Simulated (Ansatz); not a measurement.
Geometry optimisation, RKS B3LYP/STO-3G (Ansatz).

Input:

```yaml
crystal:
  periodic: [false, false, false]
  atoms:
    - { symbol: C, position_ang: [1.0477, -2.2218, 1.2744] }
    - { symbol: C, position_ang: [1.1571, -1.0964, 0.2101] }
    - { symbol: O, position_ang: [2.37556, -1.24407, -0.55864] }
    - { symbol: Si, position_ang: [2.56102, -0.15664, -1.81021] }
    - { symbol: F, position_ang: [2.36446, 1.32033, -1.20099] }
    - { symbol: Si, position_ang: [4.79412, -0.35918, -2.61493] }
    - { symbol: H, position_ang: [1.8651, -2.8755, 1.2363] }
    - { symbol: H, position_ang: [0.1074, -2.7151, 1.0977] }
    - { symbol: H, position_ang: [0.946, -1.7198, 2.3059] }
    - { symbol: H, position_ang: [1.15295, -0.15247, 0.7216] }
    - { symbol: H, position_ang: [0.27575, -1.17983, -0.43824] }
    - { symbol: H, position_ang: [1.62363, -0.43134, -2.88471] }
    - { symbol: H, position_ang: [5.09191, -1.71173, -3.17259] }
    - { symbol: H, position_ang: [5.83165, -0.13151, -1.54612] }
    - { symbol: H, position_ang: [5.04141, 0.60627, -3.68598] }
basis:
  gaussian: { orbitals: STO-3G }
hamiltonian:
  xc: b3lyp
relax:
  f_tol: 0.015
  max_steps: 40
```

Launched with:

```bash
$ ansatz run input.yaml --threads 1 --pin off --max-ram 2048MiB --backend cpu --events-out ev --progress --plain --runs-dir out
```

Q: Where does it end, and by what steps?

A: It converged. The force dipped under the threshold on the way, but the program's further checks kept it going. Limits of this set-up: minimal basis. After 14 steps the energy has fallen by 0.645 eV; H9 moved furthest, 0.83 Å.

```
step  energy less start (eV)  largest force component (eV/Å)  accepted
   0                  0.0000                           2.991       yes
   1                 -0.4805                           0.843       yes
   2                 -0.5243                           0.488       yes
   3                 -0.5510                           0.338       yes
   4                 -0.5771                           0.283       yes
   5                 -0.5579                           0.953        no
   6                 -0.5986                           0.186       yes
   7                 -0.6149                           0.110       yes
   8                 -0.6289                           0.118       yes
   9                 -0.6362                           0.080       yes
  10                 -0.6431                           0.030       yes
  11                 -0.6442                           0.015       yes
  12                 -0.6442                           0.058       yes
  13                 -0.6440                           0.090        no
  14                 -0.6446                           0.010       yes
```

```xyz
15
Properties=species:S:1:pos:R:3
C 1.057 -2.184 1.278
C 1.126 -1.185 0.081
O 2.505 -1.158 -0.416
Si 2.665 -0.088 -1.759
F 2.330 1.438 -1.233
Si 4.788 -0.334 -2.534
H 1.354 -3.192 0.951
H 0.032 -2.229 1.676
H 1.735 -1.863 2.082
H 0.784 -0.181 0.434
H 0.401 -1.512 -0.704
H 1.659 -0.408 -2.767
H 4.991 -1.675 -3.032
H 5.767 -0.081 -1.503
H 5.040 0.584 -3.621
```

Whether the end is a true minimum wasn't checked by a vibrational analysis.

Run time: 93 s on 1 thread of AMD EPYC (Zen 3), on a shared host, peak memory 0.17 GiB.
